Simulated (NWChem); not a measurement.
# SeBrF; SMILES Br[Se]F

Results from NWChem. All runs use the structure optimised with PBE0/def2-SVP. Ions are spin-unrestricted doublets at the neutral geometry; other ion states weren't tried.

For level PBE/def2-SVP:

- vertical ionisation energy, ΔSCF (eV): 9.01
- −ε(HOMO) (eV): 5.50

**Question.** Estimate the same quantities for level PBE0/def2-SVP.

**Answer.** The vertical ionisation energy, ΔSCF (eV) comes out as 9.40 and the −ε(HOMO) (eV) is 6.91.
